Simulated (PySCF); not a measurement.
CH₆BClGeO, SMILES CO[B](Cl)[GeH3].

Geometry optimised at PBE-D3(BJ)/def2-SVP. The values are those of a single conformer.

The numbers are results of TDDFT-PBE/def2-SVPD (PySCF), not measurements.

Vertical excitations. Gas-phase values at a fixed geometry. State labels are in the subgroup Cs.

```
state  symmetry  energy (eV)  λ (nm)      f                                            main pairs
-----  --------  -----------  ------  -----  ----------------------------------------------------
S1           A"         5.18     239  0.007                                        HOMO→LUMO 98 %
S2           A"         5.95     208  0.000                                      HOMO−2→LUMO 99 %
S3           A'         6.34     196  0.070  HOMO−1→LUMO 67 %, HOMO−3→LUMO 13 %, HOMO→LUMO+1 10 %
S4           A"         6.34     196  0.002                                      HOMO−4→LUMO 99 %
S5           A'         6.38     194  0.050                    HOMO→LUMO+1 82 %, HOMO−1→LUMO 13 %
S6           A'         6.50     191  0.065                    HOMO−3→LUMO 74 %, HOMO−1→LUMO 11 %
S7           A'         6.95     178  0.115                                      HOMO→LUMO+2 77 %
S8           A"         7.16     173  0.013                                   HOMO−1→LUMO+1 100 %
S9           A"         7.30     170  0.002                                      HOMO−6→LUMO 97 %
S10          A'         7.33     169  0.015                  HOMO−2→LUMO+1 78 %, HOMO→LUMO+3 16 %
T1           A"         4.50     275      0                                        HOMO→LUMO 98 %
T2           A'         5.42     229      0                                      HOMO−1→LUMO 99 %
T3           A"         5.74     216      0                                      HOMO−2→LUMO 99 %
T4           A'         5.93     209      0                                      HOMO−3→LUMO 95 %
```
Triplets are in the Tamm–Dancoff approximation, which puts them higher than full response would, so one can lie above its singlet here.
